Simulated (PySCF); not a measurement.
ZrOCl₂, SMILES [O]=[Zr]([Cl])[Cl], multiplicity 1.

Geometry: B3LYP-D3(BJ)/def2-SVP. The multiplicity is an assumed one; other spin states were not compared. The def2 effective core potentials stand for the cores of Zr; spin–orbit coupling is left out.

Two levels are set side by side: TDDFT-PBE/def2-SVPD (PySCF) and TDDFT-LC-ωPBE/def2-SVPD (PySCF). Vertical, same geometry. The lowest singlet is HOMO→LUMO 100 % with PBE and HOMO→LUMO 74 % with the other functional; states are paired by order. Differences are taken from unrounded values.

| quantity | TDDFT-LC-ωPBE |
|---|---|
| lowest singlet excitation (eV) | 4.67 |
| lowest triplet excitation (TDA) (eV) | 4.47 |

Q: What does TDDFT-PBE give, and how far is it from TDDFT-LC-ωPBE? (Estimate from the structure and the level; the computed values follow.)

A: 
| quantity | TDDFT-PBE | TDDFT-PBE minus TDDFT-LC-ωPBE |
|---|---|---|
| lowest singlet excitation (eV) | 3.33 | -1.34 |
| lowest triplet excitation (TDA) (eV) | 3.28 | -1.19 |

Functionals without exact exchange tend to place singlet excitations lower, as here. Differences between two approximate levels are no errors against the true value.

Rough cost on one machine, each run with all the roots and properties that it gave: TDDFT-LC-ωPBE against TDDFT-PBE about 4 times.
